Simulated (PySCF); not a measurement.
A structure optimised at PBE-D3(BJ)/def2-SVP, used in a PySCF frequency run:

```xyz
5

F      0.0000    -1.0845     1.4534
C      0.0000     0.0000     0.6761
F      0.0000     1.0845     1.4534
Br    -1.6193     0.0000    -0.4317
Br     1.6193     0.0000    -0.4317
```

Task: Write its SMILES, formula and point group.

Result: FC(F)(Br)Br, CBr₂F₂, C2v

Task: What are its rotational constants (standard atomic weights)?

Result: 3.1572, 1.0898, 0.94568 GHz
